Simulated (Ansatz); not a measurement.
`O[SiH2][AlH2]` + `CNC` → `C[N](C)[AlH2]` + `O[SiH3]` at 400 K and 1 bar (cleavage of the Al–Si bond).

Program: Ansatz. Geometries: PBE0-D4/def2-TZVP. ΔE: electronic, gas phase. CCSD(T)/CBS is the MP2 limit (def2-TZVPP, def2-QZVPP) plus CCSD(T) − MP2 in def2-TZVPP, frozen cores. This one scheme is used for every species. Each species was taken in one conformer, which may not be the lowest.

| species | CCSD(T)/CBS energy (Eh) | H − E (kJ/mol) | S (J/(mol·K)) |
| --- | --- | --- | --- |
| `O[SiH2][AlH2]` | -609.28590 | 144.9 | 354.1 |
| `CNC` | -135.00321 | 264.6 | 293.2 |
| `C[N](C)[AlH2]` | -377.63984 | 282.2 | 345.7 |
| `O[SiH3]` | -366.69042 | 120.0 | 276.4 |

H − E and S are ideal-gas, rigid-rotor, harmonic terms from PBE0-D4/def2-TZVP, for one conformer and one mirror image of each species. 1 Eh = 2625.50 kJ/mol, R = 8.31446 J/(mol·K).

Question: By hand: ΔE, ΔH, ΔS and ΔG.

Answer: ΔE = (-377.63984) + (-366.69042) − (-609.28590) − (-135.00321) = -0.04115 Eh = -108.0 kJ/mol. Δ(H − E) = 282.2 + 120.0 − 144.9 − 264.6 = -7.3, so ΔH = -115.3 kJ/mol. ΔS = 345.7 + 276.4 − 354.1 − 293.2 = -25.2 J/(mol·K). ΔG = -115.3 − 400 × (-25.2)/1000 = -105.2 kJ/mol.

Question: By hand: the equilibrium constant, and the temperature at which ΔG would vanish if ΔH and ΔS stayed fixed.

Answer: log₁₀ K = −ΔG/(RT ln 10) = 13.7. ΔG = 0 at ΔH/ΔS = 4575 K, far beyond where these terms or the molecules hold.

ΔH outweighs TΔS. A doubt of 5 kJ/mol in ΔE shifts log₁₀ K by 0.7 here. Other conformers and mirror images would add mixing entropy, several J/(mol·K) or more a flexible species. These are equilibria of isolated gas molecules and say nothing of rates. Largest T1 diagnostic: 0.012 (customary marks: 0.02 for closed shells, 0.045 for open ones).
